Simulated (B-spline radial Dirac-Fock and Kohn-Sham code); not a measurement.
**Kohn-Sham estimates against Dirac-Fock for the levels of Al⁶⁺**

System: aluminum as Al⁶⁺, [He] 2s2 2p3.

The density-functional columns are spherical, spin-unpolarised Dirac-Kohn-Sham results without Breit or QED terms: −ε is minus the orbital energy of the initial state and ΔSCF the difference of two total energies. The reference in the last column comes from relaxed Dirac-Fock hole states (ΔSCF) with Breit and QED corrections and a finite nucleus. All numbers are from an atomic code on a B-spline grid, in eV; a selection of levels is shown. The Kohn-Sham columns are given as differences from the reference.

```csv
level,PBE −ε − DF,PBE ΔSCF − DF,LDA −ε − DF,LDA ΔSCF − DF,Dirac-Fock
1s,-69.5,+14.1,-76.8,+6.3,1762.2
2s,-18.6,+0.5,-19.5,-0.3,269.6
2p,-20.0,+1.3,-20.0,+1.3,236.5
```

Values without a named source are computed, but for edge energies of neutral atoms, which are taken from tables.
